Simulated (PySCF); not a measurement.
**Basis-set dependence of population analyses: `FC1O[C@@H](F)[C@H](F)O1`**

Compound: C3H3F3O2.
SMILES with atom numbers: `[F:1][CH:2]1[O:3][C@@H:4]([F:5])[C@H:6]([F:7])[O:8]1` (hydrogens: H9 on C2; H10 on C4; H11 on C6)

PBE0 throughout (PySCF), one geometry, spherical d and f functions. Isolated species at its PBE0-D3(BJ)/def2-SVP geometry (one conformer only). The first 7 of 11 kinds of atom are listed.

Mulliken charges (e):

```csv
basis,functions,F1,C2,O3,C4,F5,C6,F7
STO-3G,43,-0.100,+0.238,-0.230,+0.121,-0.106,+0.120,-0.104
6-31G,78,-0.276,+0.557,-0.490,+0.320,-0.302,+0.282,-0.300
pcSseg-0,78,-0.334,+0.769,-0.688,+0.424,-0.355,+0.370,-0.352
6-31G*,118,-0.306,+0.638,-0.499,+0.383,-0.326,+0.349,-0.327
cc-pVDZ,127,-0.186,+0.456,-0.298,+0.304,-0.210,+0.269,-0.207
def2-SVP,127,-0.203,+0.526,-0.353,+0.342,-0.234,+0.328,-0.231
aug-cc-pVDZ,211,-0.437,+1.462,-0.660,+1.199,-0.497,+1.041,-0.492
"6-311+G(2d,p)",234,-0.301,+0.505,-0.378,+0.336,-0.284,+0.258,-0.297
def2-TZVP,266,-0.170,+0.300,-0.227,+0.196,-0.193,+0.197,-0.189
cc-pVTZ,282,-0.166,+0.331,-0.232,+0.244,-0.196,+0.230,-0.191
IGLO-III,310,-0.206,+0.345,-0.244,+0.260,-0.244,+0.265,-0.241
pcSseg-2,330,-0.248,+0.606,-0.390,+0.426,-0.275,+0.414,-0.270
```

IAO charges (e):

```csv
basis,functions,F1,C2,O3,C4,F5,C6,F7
STO-3G,43,-0.133,+0.255,-0.239,+0.113,-0.134,+0.111,-0.132
6-31G,78,-0.271,+0.442,-0.347,+0.267,-0.288,+0.264,-0.283
pcSseg-0,78,-0.267,+0.458,-0.357,+0.271,-0.281,+0.269,-0.276
6-31G*,118,-0.291,+0.518,-0.373,+0.322,-0.304,+0.319,-0.299
cc-pVDZ,127,-0.292,+0.513,-0.368,+0.319,-0.306,+0.316,-0.301
def2-SVP,127,-0.292,+0.514,-0.367,+0.320,-0.306,+0.318,-0.301
aug-cc-pVDZ,211,-0.303,+0.518,-0.371,+0.323,-0.318,+0.320,-0.312
"6-311+G(2d,p)",234,-0.303,+0.517,-0.372,+0.322,-0.318,+0.320,-0.312
def2-TZVP,266,-0.304,+0.526,-0.374,+0.327,-0.318,+0.325,-0.313
cc-pVTZ,282,-0.302,+0.524,-0.374,+0.326,-0.317,+0.324,-0.311
IGLO-III,310,-0.304,+0.521,-0.373,+0.324,-0.319,+0.321,-0.313
pcSseg-2,330,-0.304,+0.524,-0.374,+0.326,-0.319,+0.323,-0.313
```

Task: Which scheme is steadiest as the basis changes?

Result: Largest range over the bases for any column: IAO 0.27 e, Mulliken 1.22 e. IAO charges move least and Mulliken charges most, counted in e. Without the minimal STO-3G basis the ranges are IAO 0.08, Mulliken 1.16 e.

Task: How much do the charges still move between the two largest bases, IGLO-III and pcSseg-2?

Result: At most, over all atoms: Mulliken 0.260 e, IAO 0.004 e.

Task: What do the same runs give for the total energy, the frontier levels and the dipole moment?

Result: 
```tsv
basis	energy (Eh)	HOMO (eV)	LUMO (eV)	μ (D)
STO-3G	-557.7421	-5.36	7.55	0.83
6-31G	-565.3372	-10.01	2.05	1.64
pcSseg-0	-564.1816	-10.10	1.94	1.68
6-31G*	-565.5143	-9.59	2.65	1.25
cc-pVDZ	-565.5593	-9.65	2.26	1.27
def2-SVP	-565.0995	-9.85	2.14	1.35
aug-cc-pVDZ	-565.6096	-9.98	0.01	1.36
6-311+G(2d,p)	-565.7114	-10.02	0.39	1.38
def2-TZVP	-565.7700	-9.94	1.68	1.33
cc-pVTZ	-565.7405	-9.86	1.65	1.30
IGLO-III	-565.7762	-9.98	1.10	1.35
pcSseg-2	-565.7658	-10.01	0.86	1.38
```

The dipole is fixed by the density alone, so its range of 0.85 D shows that the density itself changes with the basis, not only its division among atoms.
